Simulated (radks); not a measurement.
All-electron atom: Au VII in [Xe] 4f14 5d5. Calculated with a radial shooting solver on a logarithmic mesh with Libxc functionals: scalar-relativistic Kohn-Sham, LDA (Slater exchange, VWN5 correlation), spin-polarised, spherical densities, finite nucleus; open shells are filled with parallel spins first (spin-orbit coupling, left out, can overturn this in heavy ions); Fermi nuclear charge, rms radius 5.4371 fm.

Unscreened Slater integrals over Kohn-Sham orbitals (cm^-1). They are taken over the spin-up orbitals.

| integral | value |
|---|---|
| F0(5d,5d) | 152200 |
| F2(5d,5d) | 81331 |
| F4(5d,5d) | 54928 |
| F0(5d,5p) | 167430 |
| F2(5d,5p) | 86284 |
| G1(5d,5p) | 105440 |
| G3(5d,5p) | 66090 |
| F0(5d,4f) | 192990 |
| F2(5d,4f) | 49212 |
| F4(5d,4f) | 23615 |
| G1(5d,4f) | 16206 |
| G3(5d,4f) | 15635 |
| G5(5d,4f) | 12619 |
| F0(5d,5s) | 174220 |
| G2(5d,5s) | 71529 |
| F0(5p,5p) | 190100 |
| F2(5p,5p) | 103070 |
| F0(5p,4f) | 233150 |
| F2(5p,4f) | 73554 |
| G2(5p,4f) | 27782 |
| G4(5p,4f) | 23701 |
| F0(5p,5s) | 201270 |
| G1(5p,5s) | 135010 |
| F0(4f,4f) | 403400 |
| F2(4f,4f) | 200490 |
| F4(4f,4f) | 127690 |
| F6(4f,4f) | 92422 |
| F0(4f,5s) | 258340 |
| G3(4f,5s) | 35423 |
| F0(5s,5s) | 215450 |

Derived for the open shells (J is the average intra-shell exchange parameter used in DFT+U). 5d: Racah B = F2/49 - 5 F4/441 = 1037 cm^-1, C = 35 F4/441 = 4359 cm^-1, C/B = 4.20, F4/F2 = 0.675, J = (F2 + F4)/14 = 9733 cm^-1.
